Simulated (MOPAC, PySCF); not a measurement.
H4BClSi, SMILES `Cl[SiH2]B`, neutral singlet in the gas phase. 

Z-matrix (Å, degrees):
```
Si
H 1 1.4845
H 1 1.4845 2 108.74
B 1 2.0035 2 116.78 3 134.77
H 4 1.1945 1 120.51 2 -158.99
H 4 1.1946 5 118.63 1 173.35
Cl 1 2.0787 2 107.86 3 -116.70
```
Charge 0, spin multiplicity 1.

All levels are single points at this geometry (PBE0-D4/def2-TZVP); Pople sets use spherical d functions. Orbital energies aren't observables, and empty levels follow the basis.

B3LYP/6-311+G** in PySCF gives gap (eV) = 5.17.

Problem. Estimate the gap (eV) from each of these levels: PBE-D3(BJ)/def2-TZVP in PySCF; PBE0-D4/def2-TZVP in PySCF; B3LYP/3-21G in PySCF; B3LYP/6-31G* in PySCF; M06-2X/6-31G* in PySCF; HF/6-31G* in PySCF; HF/STO-3G in PySCF; AM1 in MOPAC.

Solution. 
```json
[
 {"level": "PBE-D3(BJ)/def2-TZVP in PySCF", "gap (eV)": "3.35"},
 {"level": "PBE0-D4/def2-TZVP in PySCF", "gap (eV)": "5.58"},
 {"level": "B3LYP/3-21G in PySCF", "gap (eV)": "5.20"},
 {"level": "B3LYP/6-31G* in PySCF", "gap (eV)": "5.28"},
 {"level": "M06-2X/6-31G* in PySCF", "gap (eV)": "7.80"},
 {"level": "HF/6-31G* in PySCF", "gap (eV)": "12.43"},
 {"level": "HF/STO-3G in PySCF", "gap (eV)": "14.79"},
 {"level": "AM1 in MOPAC", "gap (eV)": "9.75"}
]
```
